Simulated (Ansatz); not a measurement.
WO2⁺. Charge 1, multiplicity 2. Geometry PBE-D4/def2-TZVP, that of the neutral singlet; atoms count from 1.

```xyz
3

W    -0.264    0.380   -0.523
O     1.321   -0.197   -0.344
O    -1.056   -0.183    0.867
```

In the def2 sets W takes a core potential; there is no spin–orbit coupling. The structure comes from a short search, and lower isomers may exist.

(1) Estimate the Mulliken populations from the PBE0/def2-TZVP orbitals of Ansatz.

(2) Where does the spin sit?

(3) And the Mayer bond orders between heavy atoms (over 0.3)?

## Answers

(1) 
```tsv
atom	charge (e)	spin (α − β)	d electrons
W1	1.49	1.28	3.68
O2	-0.25	-0.14	–
O3	-0.25	-0.14	–
```
Mulliken values depend strongly on the basis.

(2) Summed by element: W 1.28, O -0.28, of 1 unpaired in all. Largest on single atoms: W1 1.28, O2 -0.14, O3 -0.14.

(3) W1–O2 2.33 (1.70 Å); W1–O3 2.33 (1.70 Å).
